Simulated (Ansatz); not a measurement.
B3N3H12 (started as a model of: (H2B-mu-NH2)3), relaxed as a singlet with RKS PBE-D4/def2-SVP in Ansatz, starting from the GFN2-xTB geometry. Force threshold 0.02 eV/Å.

Start:

```xyz
18

B    -1.1600   -0.8322    0.6665
B    -0.3648    1.4037   -0.6162
B     1.4599   -0.1990    0.5579
N    -1.3671    0.1844   -0.5266
N     1.0870    0.7777   -0.6280
N     0.3419   -1.3168    0.5741
H    -1.3375   -0.2778    1.6979
H    -1.8836   -1.7779    0.4999
H    -0.5470    1.9800   -1.6555
H    -0.4927    2.0958    0.3364
H     2.5194   -0.7142    0.3177
H     1.4455    0.3937    1.5833
H    -1.3530   -0.3246   -1.4047
H    -2.2989    0.5698   -0.4317
H     1.2380    0.3021   -1.5121
H     1.7443    1.5476   -0.5984
H     0.5172   -1.9022    1.3817
H     0.4514   -1.9100   -0.2423
```

```
step  energy (eV)  largest force component (eV/Å)  SCF passes
   1   -6684.6063                           0.946          18
   2   -6684.7640                           0.305          19
   3   -6684.7865                           0.095          19
   4   -6684.7873                           0.024          20
   5   -6684.7875                           0.005          20
```

Force components are those of the run's own axes.

End:

```xyz
18

B    -1.1698   -0.8595    0.6441
B    -0.3658    1.4007   -0.6527
B     1.4794   -0.2197    0.5343
N    -1.3905    0.1892   -0.5324
N     1.1049    0.7928   -0.6350
N     0.3472   -1.3370    0.5870
H    -1.3583   -0.2898    1.7133
H    -1.9116   -1.8315    0.4706
H    -0.5521    1.9899   -1.7220
H    -0.5001    2.1228    0.3291
H     2.5662   -0.7501    0.2837
H     1.4720    0.3924    1.5966
H    -1.4938   -0.2937   -1.4381
H    -2.3159    0.6105   -0.3719
H     1.3467    0.3941   -1.5551
H     1.7453    1.5929   -0.5382
H     0.5124   -1.8728    1.4502
H     0.4838   -2.0313   -0.1635
```

By distances, no bond broke or formed. The bond that changes most is B1–H7, from 1.18 to 1.23 Å (atoms count from 1). The end is the same structure that another start reached.

No frequencies were taken in this run, so the end may be a saddle point.

It took 7.5 s on 4 threads of Arm Neoverse V1 on a shared host.
